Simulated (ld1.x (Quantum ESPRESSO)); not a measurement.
Results of a calculation; reference values are marked as such.
## Potentials for Ag (Z = 47) compared

Generated with ld1.x 7.5 (TM, RRKJ, ultrasoft, PAW), atompaw 4.2 or ONCVPSP 4.0.1. The cutoff is in Ry: for ld1.x and atompaw files where the sum of valence levels is converged to 10 mRy in a Bessel basis, for ONCV files where the hardest occupied wave has 1 mHa per electron of residual kinetic energy. The error is the largest all-electron minus pseudo excitation energy over each file’s own four to seven test configurations (ionisations up to +4, promotions, holes and added fractions of an electron), all of which were solved. The labels leave out finer settings (local radius, basis sizes, second energies), which also bear on the numbers. Spin-polarised tests are not counted. The rows are a selection from randomly drawn settings: files with unsolved tests, undetermined cutoffs or missed reference levels are left out.

A true bound ghost makes a file unfit for plane-wave use even where its test errors are small: the radial tests pick states by their node count and pass the ghost by.

| potential | cutoff (Ry) | largest error (meV) | bound ghosts |
| --- | --- | --- | --- |
| PAW, PBE, scalar-relativistic, rc 2.70/4.25/1.10 (spd), local smoothed, core correction yes, reference 4d10 5s0 5p1 | 90 | -320 | none |
| RRKJ, revPBE, scalar-relativistic, rc 1.55/1.20/1.65 (spd), local p, core correction no, reference 4s2 4p6 4d9 5s0 5p0 | 110 | +2110 | none |
| ultrasoft, LDA (PZ), scalar-relativistic, rc 2.15/3.20/1.50 (spd), local smoothed, core correction yes, reference 4d10 5s1 5p0 | 50 | -859 | none |

Problem. Fill in the row for Ag: ultrasoft, BLYP, scalar-relativistic, rc 2.30/3.45/1.55 (spd), local smoothed, core correction yes, reference 4d9 5s2 5p0.

Solution. cutoff 45 Ry, largest error -647 meV, bound ghosts: none.

Problem. Fill in the row for Ag: TM, LDA (PZ), scalar-relativistic, rc 1.90/1.65/1.35 (spd), local s, core correction no, reference 4p6 4d10 5s1 5p0.

Solution. cutoff 80 Ry, largest error -723 meV, bound ghosts: none.

Problem. Fill in the row for Ag: ultrasoft, PBE, scalar-relativistic, rc 2.45/2.80/1.50 (spd), local smoothed, core correction no, reference 4d10 5s1 5p0.

Solution. cutoff 50 Ry, largest error -118 meV, bound ghosts: s.
